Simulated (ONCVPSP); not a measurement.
## beryllium, ONCV: configuration errors across variants

* Element: Be (Z = 4)
* Generator: ONCVPSP 4.0.1
* Type: optimised norm-conserving Vanderbilt (ONCV)
* Functional: PBE
* Relativity: scalar-relativistic
* Frozen core: [He]
* Valence charge: 2
* Reference configuration: 2s2
* Partial waves: 2s: rc 2.25 bohr, ncon 4, nbas 8, qcut 2.3 1/bohr, 1 projector; p scattering state at 0.38 Ha: rc 2.45 bohr, ncon 3, nbas 6, qcut 3.1 1/bohr, 1 projector; d scattering state at 0.02 Ha: rc 2.40 bohr, ncon 5, nbas 10, qcut 4.2 1/bohr, 2 projectors, debl 3 Ha
* Local potential: polynomial inside 1.80 bohr (lpopt 1, dvloc0 0 Ha)
* Core correction: Teter function, fcfact 6, rcfact 1.35

In the p channel the program set the typed energies aside and used 0.050 Ha.

All-electron excitation energies from the reference (eV): (1) 2s1 9.551; (2) 2s1.5 3.761; (3) 2s1 2p1 3.612.

Errors AE − PS in meV (a dash: test not solved or not reliable):

| change | (1) | (2) | (3) | bound ghosts | GHOST(+) flags above zero |
| --- | --- | --- | --- | --- | --- |
| base | +5.3 | +1.3 | -15 | none | none |
| all radii but the core radius scaled by about 1.20 (s 2.70, p 2.94, d 2.88 bohr); local potential polynomial inside 2.16 bohr (lpopt 1, dvloc0 0 Ha) | -3.4 | +0.3 | -34 | none | none |
| local potential polynomial inside 1.80 bohr (lpopt 1, dvloc0 4.5 Ha) | +2.2 | +0.6 | -16 | none | none |
| s: qcut 2.7 | +7.8 | +1.6 | -15 | none | none |
| s: rc 2.8 | -4.1 | +0.3 | -22 | none | none |
| local potential polynomial inside 1.55 bohr (lpopt 3, dvloc0 2 Ha) | +3.6 | +1.0 | -15 | none | none |
| core correction polynomial model core, fcfact 0.3 | -2.1 | +0.4 | -16 | none | none |

**Question.** Give the same row for: core correction Teter function, fcfact 6, rcfact 1.44.

**Answer.** +5.1, +1.4, -14; bound ghosts: none; GHOST(+) flags above zero: none.
